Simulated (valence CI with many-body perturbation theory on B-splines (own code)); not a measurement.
A CI+MBPT run for Yb56+

Computed by valence CI with perturbative core correlation (CI+MBPT): four valence electrons over a frozen Dirac-Fock core [Ne], radial functions for each j: 11 s, 11 p, 10 d, 8 f, 5 g, 2 h, with the one-electron correlation potential Σ1 (screened to all orders), the two-electron term Σ2, the three-electron term Σ3, Breit, model QED; selected single and double excitations, second order for the rest, scaled by the run's own slope (own B-spline code, finite nucleus).

Command, and the settings that its task file holds:

```sh
python run_cv.py task.json out
```

```
atom Yb  Z=70  mass_number=174  rms_radius_fm=5.3108
core [Ne]
valence 3s2 3p2
avg = 1
basis = M
breit = 1
cap = 32000
capref = 2000
cscale = 1
de = 0.0
dress = 0
eps = 2e-08
extrap = 1
h = 0.27
hh = 1
l2 = 3
lcore = 6
maxit = 60
n2 = 5
natural = 1
nlev = 150
nno = [5, 5, 5, 4, 2, 1]
nroot = 36
nsp = [6, 6, 5, 4, 3, 1]
pt2 = 1
qed = 1
rpa = 1
s1 = 1
s2 = 1
s3 = 1
screen = 1
tol = 2e-05
whole = 1
```

Roughly how long does this run take on one core of AMD EPYC 9B45 (Zen 5), and how much memory?

67 s on 1 thread of AMD EPYC 9B45 (Zen 5), with other jobs on the host, peak memory 0.92 GiB.

Log. The first blocks belong to the next ion, which gives the ionisation energy. Fields: 2J, parity (1 odd), roots, reference size, generating configurations, candidates as configurations/state functions, variational space P, stored matrix elements, Davidson steps; e2 is the range of second-order energies in hartree. The first line gives the box (bohr), its intervals, the orbitals and the steps of their self-consistent field. Window is the range of levels sought, series limit the energy at which the first omitted orbital would enter, core excitation an estimate of the first excitation out of the core, left out the lowest levels not solved, and shifts from estimates the range by which levels moved from their first estimate, all in cm⁻¹.

```
rmax 3.3 intervals 57 orbitals 83 references ['3s2 3p2', '3s2 3p 3d', '3s 3p3', '3s 3p2 3d', '3s2 3d2'] scf 3 t 0.5
2J=1 par=1 roots 2 ref 37 generators 5 cand 5816/8892 P 2104/3131 nnz 1.8e+06 it 5
2J=1 par=1 roots 2 ref 37 generators 7 cand 3742/5798 P 2743/4157 nnz 2.8e+06 it 4
   second order: generators 10 cand 4441/6955 e2 -0.00001 -0.00001
reference levels 1212, estimated 403, window 11076895 1/cm; series limit 38939664, core excitation 59670803
2J=0 par=0 roots 12 ref 61 generators 19 cand 16699/29502 P 4200/6399 nnz 2.9e+06 it 6
2J=0 par=0 roots 12 ref 61 generators 21 cand 14197/25664 P 12295/20908 nnz 2.6e+07 it 7
   second order: generators 28 cand 18539/40728 e2 -0.00003 -0.00000
2J=2 par=0 roots 18 ref 125 generators 18 cand 20765/84529 P 1966/6396 nnz 4.4e+06 it 6
2J=2 par=0 roots 18 ref 125 generators 20 cand 19679/81056 P 8422/31995 nnz 6.9e+07 it 7
   second order: generators 31 cand 28103/149623 e2 -0.00072 -0.00020
2J=4 par=0 roots 27 ref 164 generators 26 cand 22183/120446 P 1818/6400 nnz 4.5e+06 it 7
2J=4 par=0 roots 27 ref 164 generators 28 cand 21500/118404 P 7614/31991 nnz 6.7e+07 it 9
   second order: generators 42 cand 30854/232621 e2 -0.00289 -0.00068
2J=4 par=1 roots 26 ref 164 generators 23 cand 22291/120900 P 1666/6400 nnz 4.6e+06 it 5
2J=4 par=1 roots 26 ref 164 generators 26 cand 21520/118089 P 7188/31999 nnz 7e+07 it 7
   second order: generators 36 cand 31228/232195 e2 -0.00303 -0.00082
2J=2 par=1 roots 23 ref 134 generators 23 cand 20807/84813 P 2139/6395 nnz 4e+06 it 5
2J=2 par=1 roots 23 ref 134 generators 25 cand 19638/81422 P 8989/31997 nnz 6.4e+07 it 10
   second order: generators 37 cand 27748/149927 e2 -0.00139 -0.00041
2J=6 par=1 roots 21 ref 138 generators 20 cand 22538/133884 P 1721/6393 nnz 4.6e+06 it 7
2J=6 par=1 roots 21 ref 138 generators 22 cand 21558/130428 P 6997/31994 nnz 7.1e+07 it 8
   second order: generators 36 cand 31532/268630 e2 -0.00291 -0.00115
2J=6 par=0 roots 16 ref 123 generators 16 cand 22502/133414 P 1552/6398 nnz 4.9e+06 it 5
2J=6 par=0 roots 16 ref 123 generators 17 cand 21650/130147 P 6403/31990 nnz 7.5e+07 it 8
   second order: generators 29 cand 31969/268474 e2 -0.00240 -0.00083
2J=0 par=1 roots 10 ref 50 generators 14 cand 16613/29128 P 3967/6400 nnz 3.2e+06 it 5
2J=0 par=1 roots 10 ref 50 generators 17 cand 14254/25278 P 13351/23821 nnz 3.4e+07 it 7
   second order: generators 24 cand 18749/41061 e2 -0.00003 -0.00000
2J=8 par=1 roots 13 ref 86 generators 11 cand 21320/124622 P 1661/6397 nnz 4.6e+06 it 8
...
2J=10 par=0 roots 3 ref 28 generators 9 cand 16218/95534 P 6413/31994 nnz 8.6e+07 it 5
   second order: generators 9 cand 11731/69939 e2 -0.00051 -0.00015
2J=10 par=1 roots 5 ref 39 generators 5 cand 16124/95477 P 1989/6398 nnz 4.3e+06 it 4
2J=10 par=1 roots 5 ref 39 generators 10 cand 16166/95664 P 6687/32000 nnz 8.1e+07 it 5
   second order: generators 15 cand 22610/164877 e2 -0.00063 -0.00036
2J=12 par=1 roots 1 ref 12 generators 2 cand 8457/51233 P 2075/6399 nnz 5.1e+06 it 4
2J=12 par=1 roots 1 ref 12 generators 2 cand 7334/47343 P 4426/20115 nnz 4.8e+07 it 4
   second order: generators 6 cand 13244/79681 e2 -0.00011 -0.00011
left out: unestimated 16048955, estimated 11663635, shifts from estimates -21 to 161
operators 0.5
```

The Davidson iterations converged.

No measured spectrum was set against this ion. As an estimate, large intervals hold to a few tenths of a per cent, small ones and those within an open d or f shell to about a per cent. Among the levels kept, up to 550 cm⁻¹ of a level comes from second order outside the variational space, and about a tenth of that is noise between levels of different J, which matters for small intervals.

| Quantity | Value |
| --- | --- |
| Valence energy | -880.0219 hartree |
| Ionisation energy | 5732.2 eV (NIST: 5731 ± 5 eV (theoretical)) |
| Reference configurations for the orbitals | 3s2 3p2, 3s2 3p 3d, 3s 3p3, 3s 3p2 3d, 3s2 3d2 |
| Radial orbitals | 83 |
| Box radius | 3.306 bohr |
| Largest variational space | 32000 |
| Lowest levels | (3s^2 3p1/2^2) J=0 0.00, (3s^2 3p1/2 3p3/2) J=1 265.01, (3s^2 3p1/2 3p3/2) J=2 273.79, (3s 3p1/2^2 3p3/2) J=2 419.07, (3s 3p1/2^2 3p3/2) J=1 445.39, (3s^2 3p1/2 3d3/2) J=2 470.28, (3s^2 3p1/2 3d3/2) J=1 510.23, (3s^2 3p3/2^2) J=2 545.36, (3s^2 3p1/2 3d5/2) J=2 550.58, (3s^2 3p1/2 3d5/2) J=3 551.48, (3s^2 3p3/2^2) J=0 564.43, (3s 3p1/2^2 3d3/2) J=1 628.11, (3s 3p1/2^2 3d3/2) J=2 634.81, (3s 3p1/2 3p3/2^2) J=2 [a] 677.32 eV |

Levels are named by their leading jj configuration (3d3/2^4 stands for four electrons in 3d with j = 3/2), which in mixed levels can hold well under half, so a name can repeat and another be missing. Letters in brackets count levels of one name in rising energy.
